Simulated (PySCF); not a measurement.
# Working out the ionisation energy of Ge

Ge [Ar] 3d10 4s2 4p2 (3P) → Ge⁺ [Ar] 3d10 4s2 4p1 (2P). Computed with PySCF 2.14 in x2c-SVPall (5s4p3d, 32 functions), with scalar relativity by spin-free X2C-1e. Frozen: [Ar] 3d10. Energies in hartree (1 hartree = 27.21139 eV):

| part | Ge (lower) | Ge⁺ (upper) |
| --- | --- | --- |
| UHF | -2096.685690 | -2096.413261 |
| CCSD correlation | -0.056373 | -0.046882 |
| (T) | -0.000809 | -0.000486 |

Question: What does Hartree-Fock give?

Answer: (-2096.413261) − (-2096.685690) = 0.272429 hartree = 7.413 eV.

Question: What do CCSD and CCSD(T) give?

Answer: The CCSD correlation energies differ by 0.009491 hartree = 0.258 eV and the triples by 0.000323 hartree = 0.009 eV, so CCSD gives 7.671 eV and CCSD(T) 7.680 eV.

Measured between the centres of the two terms (NIST): 7.925 eV, so CCSD(T) (valence) is off by -0.245 eV.

A double-zeta basis recovers only part of the correlation energy.

What remains against the reference includes basis incompleteness, the frozen core and higher excitations.
